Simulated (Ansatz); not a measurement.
Geometry optimisation, RKS PBE-D4/6-31G (Ansatz).

input.yaml

```yaml
crystal:
  periodic: [false, false, false]
  atoms:
    - { symbol: F, position_ang: [0.5584, -0.0568, 1.8772] }
    - { symbol: C, position_ang: [1.5659, -0.127, 1.0183] }
    - { symbol: S, position_ang: [1.8598, -1.8751, 0.7165] }
    - { symbol: Si, position_ang: [1.288, 0.774, -0.5495] }
    - { symbol: Si, position_ang: [3.10153, 0.35785, -2.01236] }
    - { symbol: Si, position_ang: [3.37319, -1.92804, -2.15133] }
    - { symbol: H, position_ang: [2.4623, 0.3056, 1.5359] }
    - { symbol: H, position_ang: [1.9267, -2.2096, 2.018] }
    - { symbol: H, position_ang: [0.05638, 0.21574, -1.23049] }
    - { symbol: H, position_ang: [1.13043, 2.17866, -0.3941] }
    - { symbol: H, position_ang: [2.78275, 0.8869, -3.3457] }
    - { symbol: H, position_ang: [4.31222, 1.01335, -1.50457] }
    - { symbol: H, position_ang: [3.87128, -2.50375, -0.9038] }
    - { symbol: H, position_ang: [4.39382, -2.28588, -3.19608] }
    - { symbol: H, position_ang: [2.12155, -2.59418, -2.50271] }
basis:
  gaussian: { orbitals: "6-31G" }
hamiltonian:
  xc: pbe
  dispersion: d4
relax:
  f_tol: 0.015
  max_steps: 40
output:
  orbitals: {}
```

Run as:

```bash
$ ansatz run input.yaml --threads 1 --pin off --max-ram 2048MiB --backend cpu --events-out ev --progress --plain --runs-dir out
```

Question: Where does it end, and by what steps?

Answer: The forces met the threshold. The force dipped under the threshold on the way, but the program's further checks kept it going. Limits of this set-up: no polarisation functions. After 7 steps the energy has fallen by 1.059 eV; S3 moved furthest, 0.52 Å.

```csv
step,energy less start (eV),largest force component (eV/Å),accepted
0,0.0000,4.234,yes
1,-0.8293,1.698,yes
2,-1.0295,0.425,yes
3,-0.9754,0.584,no
4,-1.0534,0.092,yes
5,-1.0572,0.031,yes
6,-1.0584,0.013,yes
7,-1.0587,0.013,yes
```

```xyz
15
Properties=species:S:1:pos:R:3
F 0.438 0.402 2.013
C 1.503 -0.080 1.146
S 1.408 -1.954 0.970
Si 1.273 0.749 -0.605
Si 3.102 0.299 -2.041
Si 3.550 -2.010 -2.335
H 2.457 0.187 1.628
H 1.883 -2.266 2.240
H -0.019 0.204 -1.172
H 1.114 2.232 -0.350
H 2.792 0.932 -3.386
H 4.336 0.998 -1.498
H 4.257 -2.576 -1.125
H 4.444 -2.191 -3.547
H 2.266 -2.775 -2.564
```

The run took 34 s on 1 thread of Intel(R) Xeon(R) 6975P-C (Granite Rapids), on a shared host, peak memory 0.18 GiB.
